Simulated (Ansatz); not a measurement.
```yaml
crystal:
  periodic: [false, false, false]
  atoms:
    - {symbol: C, position_ang: [-1.099908, -0.305221, -0.373569]}
    - {symbol: Si, position_ang: [0.206106, -0.203509, 0.480723]}
    - {symbol: N, position_ang: [1.740543, -0.558479, -0.038697]}
    - {symbol: C, position_ang: [1.385498, 1.138506, -0.110175]}
    - {symbol: F, position_ang: [2.548946, 1.452339, -0.739995]}
    - {symbol: H, position_ang: [-1.192991, -0.716976, -0.983938]}
    - {symbol: H, position_ang: [-2.105276, 0.289109, -0.135162]}
    - {symbol: h, position_ang: [-1.743908, -1.249609, 0.012959]}
    - {symbol: H, position_ang: [0.337341, 0.318333, 2.208325]}
basis:
  gaussian: {orbitals: "6-31++G**"}
total_charge: -1
magnetization: {spin_polarized: true, initial_magnetization: 1}
hamiltonian: {xc: {name: BLYP}}
output: {forces: true}
```

```sh
$ ansatz run in.yaml --threads 2 --pin off --events-out ev --progress --plain --max-ram 4352MiB
```

**Question.** How does Ansatz answer? (Best estimate.)

**Answer.** Computed: The program refused the input.
```
Error: YAML parse error: error: line 11 column 16: `h` is not an element symbol (H … Og, case-exact)
 9 |     - {symbol: H, position_ang: [-1.192991, -0.716976, -0.983938]}
10 |     - {symbol: H, position_ang: [-2.105276, 0.289109, -0.135162]}
11 |     - {symbol: h, position_ang: [-1.743908, -1.249609, 0.012959]}
12 |     - {symbol: H, position_ang: [0.337341, 0.318333, 2.208325]}
13 | basis:
```
